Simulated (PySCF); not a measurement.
# HgH: energy against distance

Set-up: basis Hg def2-TZVPP with ECP60, H def2-TZVPP; scalar-relativistic core potentials; PySCF 2.14. Energies in eV from Hg + H in their ground configurations at the same level. All curves are PBE0. state 1: ²Σ⁺ (doublet), unpaired electrons σ ↑; state 2: quartet, unpaired electrons σ ↑↑, π ↑, a second solution, started from another occupation.

```tsv
R (Å)	state 1	state 2
1.519	-0.1444	6.3131
1.589	-0.3259	6.0666
1.660	-0.4240	5.8849
1.713	-0.4579	5.7776
1.766	-0.4670	5.6881
1.819	-0.4578	5.6116
1.890	-0.4263	5.5247
1.978	-0.3694	5.4341
2.084	-0.2925	5.3454
2.225	-0.1975	5.2545
```

**Question.** Put a parabola through the three lowest points of the state 1 curve and estimate Re, k and ωe (reduced mass 1.003 u; 1 eV/Å² = 0.16022 mdyn/Å; ωe = 1302.8·√(k/μ) cm⁻¹).

**Answer.** Through R = 1.713, 1.766, 1.819 Å the second-order coefficient is 3.26 eV/Å², so Re ≈ 1.766 Å, k ≈ 1.04 mdyn/Å and ωe ≈ 1329 cm⁻¹. A polynomial fit of higher order to the unrounded PBE0 energies gives Re = 1.763 Å, k = 1.05 mdyn/Å, ωe = 1335 cm⁻¹; anharmonicity and rounding make the difference.

The higher-order fit for each curve: state 1: Re = 1.763 Å, ωe = 1335 cm⁻¹, De = 0.467 eV. State 2 gave no clean fit.

Spin–orbit coupling is left out. The state is the lowest determinant that a PBE0 search found; another state may lie lower at other levels.
